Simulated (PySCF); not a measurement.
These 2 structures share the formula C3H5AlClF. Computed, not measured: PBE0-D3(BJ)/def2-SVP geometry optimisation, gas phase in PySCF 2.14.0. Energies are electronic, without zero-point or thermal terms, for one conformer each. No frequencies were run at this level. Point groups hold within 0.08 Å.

Problem. Rank from lowest to highest electronic energy at this level (kJ/mol).
A. `[CH3:1]/[CH:2]=[C:3](\[Cl:4])[AlH:5][F:6]` with C2–C3–Al5–F6 87°
B. `[CH2:1]=[CH:2][CH2:3][Al:4]([F:5])[Cl:6]` with C1–C2–C3–Al4 -107°, C2–C3–Al4–F5 -171°

Solution. B (0.0), A (204.6).

```csv
SMILES,E (Eh),E rel (kJ/mol),dipole (D),point group,"A, B, C (MHz)"
C=C[CH2][Al]([F])[Cl],-919.04827,0.0,1.83,C1,"2924, 1424, 997.7"
C/C=[C](\Cl)[AlH][F],-918.97033,204.6,2.86,C1,"3747, 1311, 1074"
```
